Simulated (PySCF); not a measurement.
BeF$_{2}$, singlet, geometry from GFN2-xTB (such geometries of metal compounds can be far from the true shape). Base run: PySCF with B3LYP/def2-SV(P).

The PySCF input:
```python
from pyscf import gto, scf, dft

mol = gto.Mole()
mol.atom = '''
    Be    0.000000    0.000000    0.000000
    F    -0.000000   -0.000000   -1.369539
    F     0.000000    0.000000    1.369539
'''
mol.basis = 'def2-sv(p)'
mol.charge = 0
mol.spin = 0
mol.verbose = 4
mol.build()

mf = dft.RKS(mol)
mf.xc = 'b3lyp'
mf.kernel()
mf.analyze()
```

Each row names what was changed in the base input (with any setting that the change needs).

| change | E (Eh) | HOMO (eV) | HOMO-LUMO gap (eV) |
|---|---|---|---|
| base | -214.41526 | -11.19 | 10.38 |
| functional = r2scan | -214.30915 | -9.98 | 9.48 |
| functional = pbe0 | -214.18636 | -11.56 | 11.12 |
| functional = lda,vwn | (withheld) | (withheld) | (withheld) |
| functional = b3lyp; dispersion = d4 | -214.41654 | -11.19 | 10.38 |
| functional = m062x | -214.33516 | -13.64 | 13.49 |
| functional = mn15 | -214.22851 | -12.43 | 13.03 |
| functional = b3lyp; dispersion = d3bj | (withheld) | -11.19 | 10.38 |
| functional = wb97x | (withheld) | (withheld) | (withheld) |
| functional = m06l | -214.38551 | -9.95 | 9.32 |
| functional = lc_wpbe | -214.27667 | -14.37 | 15.81 |
| functional = bp86 | (withheld) | (withheld) | (withheld) |
| functional = scan | -214.33815 | -9.98 | 9.41 |

### Question
Complete the blanks.

### Answer

- functional = lda,vwn, E (Eh): -212.93282
- functional = lda,vwn, HOMO (eV): -9.66
- functional = lda,vwn, HOMO-LUMO gap (eV): 8.40
- functional = b3lyp; dispersion = d3bj, E (Eh): -214.41645
- functional = wb97x, E (Eh): -214.35874
- functional = wb97x, HOMO (eV): -14.07
- functional = wb97x, HOMO-LUMO gap (eV): 15.64
- functional = bp86, E (Eh): -214.39519
- functional = bp86, HOMO (eV): -9.55
- functional = bp86, HOMO-LUMO gap (eV): 8.50

Totals shift with the method and basis; they matter in differences.
